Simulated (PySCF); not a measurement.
Isomers of C7H6ClF3O, mass 198.006 u with the commonest isotopes. Computed with PBE0/pcSseg-1 in PySCF (dipole) on a GFN2-xTB geometry, gas phase. One conformer each, none proved a minimum here; rigid rotors.

Problem. Order these by out-of-plane moment Σ m c² = (Ia + Ib − Ic)/2, smallest first.
A. `[CH:1]#[C:2]/[C:3]([Cl:4])=[C:5](/[CH2:6][CH2:7][F:8])[O:9][CH:10]([F:11])[F:12]` with C3–C5–C6–C7 -75°, C5–C6–C7–F8 -66°, C3–C5–O9–C10 149°, C5–O9–C10–F11 90°
B. `[CH2:1]=[CH:2][C@@:3]1([C:4]([F:5])([F:6])[F:7])[CH2:8][C@@H:9]1[C:10](=[O:11])[Cl:12]` with C1–C2–C3–C4 -126°, C8–C9–C10–O11 -9°
C. `[CH2:1]=[CH:2][C@@:3]1([C:4](=[O:5])[Cl:6])[CH2:7][C@@H:8]1[C:9]([F:10])([F:11])[F:12]` with C1–C2–C3–C4 113°, C2–C3–C4–O5 160°

Solution. A (84.16 u·Å²), B (139.79 u·Å²), C (141.22 u·Å²).

Problem. Order these by rotational constant B, smallest first.
A. `[CH:1]#[C:2]/[C:3]([Cl:4])=[C:5](/[CH2:6][CH2:7][F:8])[O:9][CH:10]([F:11])[F:12]` with C3–C5–C6–C7 -75°, C5–C6–C7–F8 -66°, C3–C5–O9–C10 149°, C5–O9–C10–F11 90°
B. `[CH2:1]=[CH:2][C@@:3]1([C:4](=[O:5])[Cl:6])[CH2:7][C@@H:8]1[C:9]([F:10])([F:11])[F:12]` with C1–C2–C3–C4 113°, C2–C3–C4–O5 160°
C. `[CH2:1]=[CH:2][C@@:3]1([C:4]([F:5])([F:6])[F:7])[CH2:8][C@@H:9]1[C:10](=[O:11])[Cl:12]` with C1–C2–C3–C4 -126°, C8–C9–C10–O11 -9°

Solution. A (593.3 MHz), C (631.3 MHz), B (650.9 MHz).

Problem. Order these by rotational constant C, smallest first.
A. `[CH:1]#[C:2]/[C:3]([Cl:4])=[C:5](/[CH2:6][CH2:7][F:8])[O:9][CH:10]([F:11])[F:12]` with C3–C5–C6–C7 -75°, C5–C6–C7–F8 -66°, C3–C5–O9–C10 149°, C5–O9–C10–F11 90°
B. `[CH2:1]=[CH:2][C@@:3]1([C:4]([F:5])([F:6])[F:7])[CH2:8][C@@H:9]1[C:10](=[O:11])[Cl:12]` with C1–C2–C3–C4 -126°, C8–C9–C10–O11 -9°
C. `[CH2:1]=[CH:2][C@@:3]1([C:4](=[O:5])[Cl:6])[CH2:7][C@@H:8]1[C:9]([F:10])([F:11])[F:12]` with C1–C2–C3–C4 113°, C2–C3–C4–O5 160°

Solution. A (417.7 MHz), B (531.5 MHz), C (551.2 MHz).

```json
{"SMILES": "C=C[C@@]1(C(=O)Cl)C[C@@H]1C(F)(F)F", "point group": "C1", "Ia (u·Å²)": "422.87", "Ib (u·Å²)": "776.43", "Ic (u·Å²)": "916.86", "κ": "-0.69", "μa (D)": "1.10", "μb (D)": "4.17", "μc (D)": "1.11"}
{"SMILES": "C#C/C(Cl)=C(/CCF)OC(F)F", "point group": "C1", "Ia (u·Å²)": "526.59", "Ib (u·Å²)": "851.76", "Ic (u·Å²)": "1210.05", "κ": "-0.35", "μa (D)": "1.46", "μb (D)": "1.96", "μc (D)": "0.29"}
{"SMILES": "C=C[C@@]1(C(F)(F)F)C[C@@H]1C(=O)Cl", "point group": "C1", "Ia (u·Å²)": "429.94", "Ib (u·Å²)": "800.57", "Ic (u·Å²)": "950.92", "κ": "-0.69", "μa (D)": "2.14", "μb (D)": "3.99", "μc (D)": "0.77"}
```
